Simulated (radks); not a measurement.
Question: Ar V, 14 electrons, occupied as [Ne] 3s2 3p2. All-electron calculation, scalar-relativistic Kohn-Sham, LDA (Slater exchange, Perdew-Wang correlation), spin-polarised, spherical densities, finite nucleus; open shells are filled with parallel spins first; Fermi nuclear charge, rms radius 3.4274 fm. Program: a radial shooting solver on a logarithmic mesh with Libxc functionals. Some entries of the table are withheld. Estimate them.

| orbital | occ. | eigenvalue (eV) | r(max) (bohr) |
|---|---|---|---|
| 1s up | 1 | -3181.337 | 0.05621 |
| 1s down | 1 | -3180.711 | 0.05620 |
| 2s up | 1 | (1) | 0.3389 |
| 2s down | 1 | (2) | 0.3390 |
| 2p up | 3 | -298.3845 | 0.2798 |
| 2p down | 3 | -297.5498 | 0.2800 |
| 3s up | 1 | (3) | 1.112 |
| 3s down | 1 | (4) | 1.112 |
| 3p up | 2 | -66.8754 | 1.162 |
| 3p down | 0 | -63.7865 | 1.165 |

Answer: 
(1) 2s up eigenvalue (eV): -364.0360
(2) 2s down eigenvalue (eV): -363.3562
(3) 3s up eigenvalue (eV): -82.8704
(4) 3s down eigenvalue (eV): -79.6564
